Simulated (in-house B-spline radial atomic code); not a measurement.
Radial electron density of Ba2+, [Kr] 4d9 5s2 5p6 5f1. Level of theory: scalar-relativistic (X2C) Hartree-Fock, spin-polarised, averaged over the determinants with the given up and down occupations, Fermi nucleus of rms radius 4.8378 fm, inside a hard spherical wall at 2.86 bohr; calculated with a B-spline radial code for spherical atoms.

One-electron X2C: radii and densities carry no picture-change correction, so inner-shell <1/r> comes out high (for 1s by about 2 % at Z = 33, 5 % at 54, 10 % at 75, 30 % at 118) and <r> low.

Columns: r (bohr), 4πr²n(r) (electrons per bohr), bar.

```
0.000767    2.391 #
0.000929    3.218 #
 0.00113    4.346 ##
 0.00136    5.753 ###
 0.00165     7.67 ####
   0.002    10.15 #####
 0.00242     13.3 ######
 0.00293    17.28 ########
 0.00354    22.15 ##########
 0.00429    28.13 #############
 0.00519    35.08 ################
 0.00629    42.96 ####################
 0.00762    51.34 ########################
 0.00922    59.55 ###########################
  0.0112    66.91 ###############################
  0.0135    71.99 #################################
  0.0164    74.28 ##################################
  0.0198     73.2 ##################################
   0.024    69.49 ################################
   0.029    65.32 ##############################
  0.0352    63.71 #############################
  0.0426    67.56 ###############################
  0.0515    77.06 ###################################
  0.0624    88.71 #########################################
  0.0756    95.59 ############################################
  0.0915    92.33 ##########################################
   0.111    80.52 #####################################
   0.134    70.18 ################################
   0.162    70.12 ################################
   0.197    78.72 ####################################
   0.238    81.29 #####################################
   0.288     67.5 ###############################
   0.349    44.27 ####################
   0.422    29.63 ##############
   0.512    29.53 ##############
   0.619    32.77 ###############
    0.75    28.34 #############
   0.908     18.6 #########
     1.1    11.57 #####
    1.33     9.45 ####
    1.61    8.641 ####
    1.95    6.218 ###
    2.36     2.37 #
    2.83 0.009456
```

On this grid the curve has 4 maxima, near 0.0164, 0.0756, 0.238, 0.619 bohr.

The 5f up radial function P(r) = rR(r), positive near the nucleus:

```
r (bohr)         P
  0.0352  0.001085
  0.0515  0.003992
  0.0756   0.01376
   0.111   0.04277
   0.162    0.1144
   0.238    0.2629
   0.349    0.4901
   0.512    0.7044
    0.75    0.6859
     1.1    0.2192
    1.61   -0.6181
    2.36   -0.7688
```
